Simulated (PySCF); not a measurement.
PySCF input for C5H6O2, SMILES C(C(O)=O)C=C=C, PBE/pcSseg-1. Geometry: TPSSh-D3(BJ)/def2-SVP. Other conformers were not sampled.

```python
import numpy as np
from pyscf import gto, scf, dft
from pyscf.prop.nmr import rks as nmr

mol = gto.M(
    atom='''
    C    -3.30106392    0.60485987    0.38583700
    C    -2.08523108    0.12677637    0.50007941
    C    -0.86793838   -0.35198918    0.60962652
    C     0.08090797   -0.52773369   -0.54744324
    C     1.48597907   -0.06841238   -0.21114887
    O     1.91901389    0.12619334    0.90009735
    O     2.23676718    0.07206191   -1.32519316
    H    -3.50357441    1.67715105    0.48386340
    H    -4.15728697   -0.05112559    0.19340656
    H    -0.48588755   -0.64083188    1.59624126
    H     0.16639718   -1.59747675   -0.81941827
    H    -0.26833063   -0.01010321   -1.45228127
    H     3.12651198    0.33533848   -1.02274993
    ''',
    basis='pcSseg-1',
    charge=0,
    spin=0,
    max_memory=1600,
    verbose=3,
)
mf = dft.RKS(mol, xc='pbe')
mf.grids.level = 3
mf.conv_tol = 1e-10
mf.max_cycle = 100
mf.kernel()
n = nmr.NMR(mf)
n.verbose = 2
n.max_cycle_cphf = 60
sigma = n.kernel()
print('atom   isotropic/ppm   span/ppm')
for i, s in enumerate(sigma):
    w = np.linalg.eigvalsh((s + s.T) / 2)
    print(f'{mol.atom_symbol(i):2s}{i + 1:3d} {w.mean():14.3f} {w[2] - w[0]:11.3f}')
```

Output:

```
converged SCF energy = -344.11421163927
atom   isotropic/ppm   span/ppm
C   1        101.589     144.668
C   2        -39.749      68.560
C   3         90.563     142.476
C   4        144.037      42.906
C   5          6.884     158.082
O   6       -104.393     608.802
O   7        104.052     294.648
H   8         26.242       5.046
H   9         26.287       5.054
H  10         25.492       4.910
H  11         27.909       8.211
H  12         28.235       6.647
H  13         25.455      12.761
```

Self-consistency was reached.

Cost: around 30 core-seconds (rough).
